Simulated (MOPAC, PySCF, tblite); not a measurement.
Energy landscape of H3Ge, doublet: umbrella (inversion) coordinate, bond length relaxed. Scanned: angle between the Ge-H bonds and the threefold axis (90 = planar). Other coordinates (Ge-H bond length) were minimised at B3LYP/def2-TZVP.

Levels: PM7, unrestricted, heats of formation (MOPAC); GFN2-xTB, 300 K electronic temperature (tblite); UKS-B3LYP/6-31G* = unrestricted B3LYP/6-31G*, spherical d in PySCF; CCSD(T) on UHF/cc-pVTZ, 9 core orbitals frozen (PySCF).

Energies relative to the lowest point of each profile, in kcal/mol; the last columns give the difference from CCSD(T):

```tsv
a / °	PM7	GFN2-xTB	UKS-B3LYP/6-31G*	CCSD(T)	PM7 − CCSD(T)	GFN2-xTB − CCSD(T)	UKS-B3LYP/6-31G* − CCSD(T)
90	0.0	22.3	5.8	4.7	-4.7	17.5	1.1
93	0.2	21.0	5.4	4.4	-4.2	16.6	1.0
96	0.9	17.9	4.4	3.5	-2.6	14.4	1.0
99	2.0	13.9	3.1	2.2	-0.3	11.6	0.8
102	3.5	9.8	1.6	1.1	2.4	8.7	0.6
105	5.4	6.2	0.5	0.2	5.1	6.0	0.3
108	7.7	3.3	0.0	0.0	7.7	3.3	0.0
111	10.5	1.2	0.3	0.6	10.0	0.6	-0.3
114	14.0	0.1	1.5	2.1	11.8	-2.0	-0.7
117	18.0	0.0	3.7	4.8	13.2	-4.8	-1.0
120	22.7	1.0	7.2	8.5	14.2	-7.5	-1.4
123	28.1	3.3	11.8	13.5	14.6	-10.2	-1.6
126	34.2	6.9	17.8	19.6	14.5	-12.7	-1.8
129	40.9	12.2	25.2	27.1	13.8	-14.9	-1.9
132	48.2	19.3	34.2	35.8	12.4	-16.5	-1.7
```

PM7 is furthest from CCSD(T) at 123 (14.6 kcal/mol, above); its mean absolute difference over the points is 8.8 kcal/mol.

GFN2-xTB is furthest from CCSD(T) at 90 (17.5 kcal/mol, above); its mean absolute difference over the points is 9.8 kcal/mol.

UKS-B3LYP/6-31G* is furthest from CCSD(T) at 129 (-1.9 kcal/mol, below); its mean absolute difference over the points is 1.0 kcal/mol.
